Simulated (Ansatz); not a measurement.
Reaction (substitution at a C–N bond): `BNCCN` + CH₃NH₂ → `CNCCN` + `BN`

Gas-phase electronic energies from Ansatz, PBE0-D4/def2-TZVP geometries. CCSD(T)/CBS adds triple-zeta CCSD(T) − MP2 to the extrapolated MP2 energy (def2 sets, frozen cores). This one scheme is used for every species. DFT in def2-TZVPP. B3LYP here is the variant with VWN-RPA as its local correlation; programs differ in this. Each species was taken in one conformer, which may not be the lowest.

`BNCCN`:

```xyz
14

B     2.097   -1.064    0.506
N     0.929   -0.328    0.566
C    -0.365   -0.696    0.046
C    -0.969    0.430   -0.774
N    -1.106    1.620    0.055
H     3.098   -0.602    0.974
H     2.078   -2.145   -0.014
H     0.915    0.598    0.972
H    -1.053   -0.941    0.868
H    -0.259   -1.596   -0.563
H    -0.289    0.667   -1.597
H    -1.914    0.084   -1.219
H    -1.889    1.527    0.690
H    -1.273    2.443   -0.507
```

CH₃NH₂:

```xyz
7

C     0.212   -0.523   -0.069
N    -0.125    0.889   -0.135
H    -0.334   -1.102    0.690
H     1.280   -0.631    0.134
H     0.024   -0.986   -1.040
H     0.053    1.340    0.753
H    -1.110    1.012   -0.333
```

`CNCCN`:

```xyz
15

C    -0.184    0.300    2.114
N    -0.358   -0.289    0.806
C    -0.057    0.618   -0.282
C    -0.133   -0.108   -1.617
N     0.790   -1.216   -1.771
H    -0.478   -0.415    2.886
H     0.872    0.537    2.270
H    -0.758    1.229    2.268
H    -1.308   -0.626    0.705
H    -0.720    1.503   -0.298
H     0.963    0.994   -0.133
H     0.030    0.607   -2.428
H    -1.154   -0.489   -1.752
H     0.754   -1.781   -0.930
H     1.740   -0.867   -1.837
```

`BN`:

Z-matrix (Å, degrees):
```
B
N 1 1.385
H 1 1.197 2 119.0
H 1 1.197 2 119.0 3 -180.0
H 2 1.006 1 123.2 3 -0.0
H 2 1.006 1 123.2 3 180.0
```

```json
{"level": "B3LYP-D4", "ΔE (kcal/mol)": "-0.2", "difference from CCSD(T)/CBS": "-0.1"}
{"level": "ωB97X-V", "ΔE (kcal/mol)": "-0.5", "difference from CCSD(T)/CBS": "-0.4"}
{"level": "B2PLYP", "ΔE (kcal/mol)": "-0.2", "difference from CCSD(T)/CBS": "-0.1"}
{"level": "PBE", "ΔE (kcal/mol)": "-0.1", "difference from CCSD(T)/CBS": "0.0"}
{"level": "r2SCAN", "ΔE (kcal/mol)": "-0.6", "difference from CCSD(T)/CBS": "-0.5"}
{"level": "B3LYP", "ΔE (kcal/mol)": "-0.1", "difference from CCSD(T)/CBS": "0.0"}
{"level": "HF/def2-TZVPP", "ΔE (kcal/mol)": "-0.4", "difference from CCSD(T)/CBS": "-0.3"}
{"level": "MP2/def2-TZVPP", "ΔE (kcal/mol)": "-0.4", "difference from CCSD(T)/CBS": "-0.3"}
{"level": "SCS-MP2/def2-TZVPP", "ΔE (kcal/mol)": "-0.2", "difference from CCSD(T)/CBS": "-0.1"}
{"level": "CCSD/def2-TZVPP", "ΔE (kcal/mol)": "-0.3", "difference from CCSD(T)/CBS": "-0.2"}
{"level": "CCSD(T)/def2-TZVPP", "ΔE (kcal/mol)": "-0.3", "difference from CCSD(T)/CBS": "-0.2"}
{"level": "HF/def2-QZVPP", "ΔE (kcal/mol)": "-0.4", "difference from CCSD(T)/CBS": "-0.3"}
{"level": "MP2/def2-QZVPP", "ΔE (kcal/mol)": "-0.2", "difference from CCSD(T)/CBS": "-0.1"}
{"level": "SCS-MP2/def2-QZVPP", "ΔE (kcal/mol)": "-0.1", "difference from CCSD(T)/CBS": "0.0"}
{"level": "MP2/CBS(def2)", "ΔE (kcal/mol)": "-0.1", "difference from CCSD(T)/CBS": "0.0"}
{"level": "CCSD/CBS(def2)", "ΔE (kcal/mol)": "0.0", "difference from CCSD(T)/CBS": "0.1"}
{"level": "CCSD(T)/CBS", "ΔE (kcal/mol)": "-0.1", "difference from CCSD(T)/CBS": "0"}
```

Largest T1 diagnostic among the species: 0.012.
